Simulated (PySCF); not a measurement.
## Spin-Hamiltonian simulation

Molecule: SMILES OCc1ccccn1, C$_{6}$H$_{7}$NO.

Geometry (Å), atoms numbered from 1 in this order:
```xyz
15

O     2.6866   -0.2001    0.3627
C     1.7296   -1.1913    0.2527
C     0.3976   -0.6348   -0.1972
C    -0.7357   -1.4318   -0.3913
C    -1.9118   -0.8229   -0.8085
C    -1.9234    0.5576   -1.0182
C    -0.7467    1.2644   -0.7976
N     0.3819    0.6796   -0.3978
H     2.2166    0.6181    0.1125
H     2.0382   -1.9743   -0.4710
H     1.5758   -1.7164    1.2185
H    -0.6874   -2.5096   -0.2167
H    -2.8153   -1.4162   -0.9704
H    -2.8269    1.0749   -1.3464
H    -0.7087    2.3486   -0.9490
```

How the numbers were obtained: geometry from PBE0-D3(BJ)/def2-SVP, J couplings at B3LYP/pcJ-1 (spin–dipole term only in couplings to heteroatoms), σ from GIAO-KT3/pcSseg-1, in PySCF 2.14.0 with density-fitted response routines (one conformer, fast rotation and ring inversion assumed for equivalent nuclei, isolated molecule, non-relativistic Hamiltonian).

Shifts are taken against calculated references (same method and geometry level): TMS for 1H (31.32 ppm).

Shifts (ppm): H10/H11 4.90, H12 6.82, H13 7.37, H14 6.84, H15 8.33.
Couplings (Hz): H10–H11: -20.1; H10–H12, H11–H12: -1.0; H10–H13, H11–H13: 0.2; H10–H14, H11–H14: -1.2; H10–H15, H11–H15: 0.6; H12–H13: 8.7; H12–H14: 0.8; H12–H15: 1.1; H13–H14: 8.1; H13–H15: 1.5; H14–H15: 5.6.

The 6-spin Hamiltonian (Zeeman plus full scalar coupling among like nuclei) was diagonalised exactly; lines are Lorentzian, 0.5 Hz wide, and the maxima above 3 % are listed with the tallest set to 100.

(1) Give the 1H peak list of this spin system at 100 MHz.

(2) And at 600 MHz?

(3) Among coupled protons with different shifts, which pair is furthest from first order, and how does the field change that?

Results:

(1) 
δ in ppm (height): 8.377 (8), 8.372 (16), 8.366 (16), 8.363 (14), 8.356 (18), 8.351 (20), 8.346 (17), 8.340 (9), 8.332 (5), 8.325 (7), 8.317 (9), 8.310 (17), 8.305 (23), 8.301 (23), 8.296 (18), 8.290 (16), 8.284 (9), 7.468 (13), 7.452 (13), 7.384 (29), 7.377 (21), 7.362 (18), 7.301 (25), 7.285 (23), 6.922 (6), 6.911 (14), 6.901 (21), 6.890 (11), 6.878 (12), 6.869 (29), 6.866 (27), 6.860 (37), 6.855 (37), 6.849 (36), 6.845 (24), 6.838 (19), 6.829 (16), 6.820 (14), 6.808 (7), 6.793 (7), 6.784 (24), 6.773 (36), 6.764 (29), 6.753 (11), 4.913 (52), 4.903 (96), 4.897 (100), 4.887 (51)

(2) 
Hz from δ = 0 (height): 5002.7 (8), 5002.1 (15), 5001.5 (18), 5001.0 (22), 5000.6 (22), 5000.1 (18), 4999.5 (16), 4999.0 (9), 4997.1 (9), 4996.5 (16), 4995.9 (18), 4995.5 (22), 4995.0 (22), 4994.6 (18), 4994.0 (16), 4993.4 (9), 4431.2 (17), 4429.8 (17), 4423.1 (23), 4422.6 (24), 4421.6 (24), 4421.2 (23), 4414.4 (19), 4412.9 (19), 4112.4 (7), 4111.2 (14), 4110.4 (15), 4109.2 (8), 4106.8 (7), 4105.7 (14), 4104.8 (17), 4104.4 (15), 4103.6 (16), 4103.2 (15), 4102.3 (15), 4101.1 (8), 4098.7 (9), 4097.2 (32), 4096.3 (40), 4095.4 (27), 4094.4 (8), 4089.5 (8), 4088.6 (22), 4087.6 (29), 4086.7 (21), 4085.7 (7), 2941.3 (53), 2940.3 (100), 2939.7 (100), 2938.7 (53)

(3) H12 and H13: Δν/J is about 6.3 at 100 MHz (intermediate, with clear roofing) and 37.9 at 600 MHz (close to first order). J in Hz doesn't depend on the field, while Δν in Hz grows in proportion to it.

OH and NH positions are those of a molecule without intermolecular hydrogen bonds; in solution they move with solvent, concentration and temperature, and exchange usually removes their couplings. Unscaled 3J(H,H) at this level run about 10 % above measured values.
